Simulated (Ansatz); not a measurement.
`[CH3][GeH2][SH]` + F• → `[CH3][GeH][SH]`• + H–F  (hydrogen abstraction from a Ge–H bond)

Program: Ansatz. Geometries: PBE0-D4/def2-TZVP. ΔE: electronic, gas phase. CBS: MP2 limit from def2 TZ/QZ plus the TZ coupled-cluster correction, frozen cores. This one scheme is used for every species, atoms too. DFT in def2-TZVPP. B3LYP here is the variant with VWN-RPA as its local correlation; programs differ in this. HSE06 is defined as in plane-wave codes. No spin–orbit coupling; open shells (•) take unrestricted orbitals. Spin–orbit coupling would lower the free atoms: a little for F. For Ge outer-core shells are correlated without core-valence functions, so the limit isn't a true one: a few kJ/mol of doubt a bond, and 10 to 20 or more in all where bonds break to atoms. Scalar relativity is left out up to krypton. One conformer a species, not always the lowest.

`[CH3][GeH2][SH]`:

Z-matrix (Å, degrees):
```
C
Ge 1 1.945
H 1 1.090 2 110.0
H 1 1.091 2 110.0 3 119.9
H 1 1.090 2 110.0 3 -120.1
S 2 2.231 1 105.6 3 60.1
H 2 1.541 1 111.7 3 178.9
H 2 1.541 1 111.7 3 -58.7
H 6 1.343 2 95.0 1 -179.9
```

`[CH3][GeH][SH]`•:

Z-matrix (Å, degrees):
```
C
Ge 1 1.967
H 1 1.090 2 110.3
H 1 1.092 2 108.9 3 120.0
H 1 1.091 2 109.7 3 -120.2
S 2 2.230 1 110.3 3 -62.9
H 2 1.552 1 111.2 3 -176.9
H 6 1.343 2 94.5 1 50.7
```

H–F:

```xyz
2

F     0.310   -0.188   -0.283
H    -0.310    0.188    0.283
```

```json
{"level": "revPBE-D4", "ΔE (kcal/mol)": "-56.8", "difference from CCSD(T)/CBS": "-3.2"}
{"level": "B3LYP-D4", "ΔE (kcal/mol)": "-53.7", "difference from CCSD(T)/CBS": "-0.1"}
{"level": "HSE06-D4", "ΔE (kcal/mol)": "-53.2", "difference from CCSD(T)/CBS": "0.4"}
{"level": "PBE", "ΔE (kcal/mol)": "-59.9", "difference from CCSD(T)/CBS": "-6.3"}
{"level": "LC-ωPBE", "ΔE (kcal/mol)": "-52.6", "difference from CCSD(T)/CBS": "1.0"}
{"level": "RPA@PBE/def2-TZVPP", "ΔE (kcal/mol)": "-42.6", "difference from CCSD(T)/CBS": "11.0"}
{"level": "HF/def2-SVP", "ΔE (kcal/mol)": "-24.3", "difference from CCSD(T)/CBS": "29.3"}
{"level": "HF/def2-TZVPP", "ΔE (kcal/mol)": "-27.9", "difference from CCSD(T)/CBS": "25.7"}
{"level": "SCS-MP2/def2-TZVPP", "ΔE (kcal/mol)": "-51.9", "difference from CCSD(T)/CBS": "1.7"}
{"level": "MP2/CBS(def2)", "ΔE (kcal/mol)": "-59.9", "difference from CCSD(T)/CBS": "-6.3"}
{"level": "CCSD(T)/CBS", "ΔE (kcal/mol)": "-53.6", "difference from CCSD(T)/CBS": "0"}
```

Largest T1 diagnostic among the species: 0.013.

From PBE to PBE0 (25 % exact exchange), in def2-TZVPP and without D4, ΔE moves by +6.9 kcal/mol. In def2-TZVPP, CCSD(T) changes the Hartree–Fock value by −22.5 kcal/mol (the triples alone add −1.8 kcal/mol) and MP2 by −28.8 kcal/mol. Leaving LDA and LC-ωPBE aside and taking each functional with its dispersion term where it has one, the values, not all of them listed here, spread over 14.7 kcal/mol, from PBE-D4 to BHLYP-D4. LDA lies −10.3 kcal/mol from PBE without D4.

CCSD(T)/CBS has its own doubt, a few kJ/mol and more with outer-core shells, so smaller differences from it don't rank the levels.
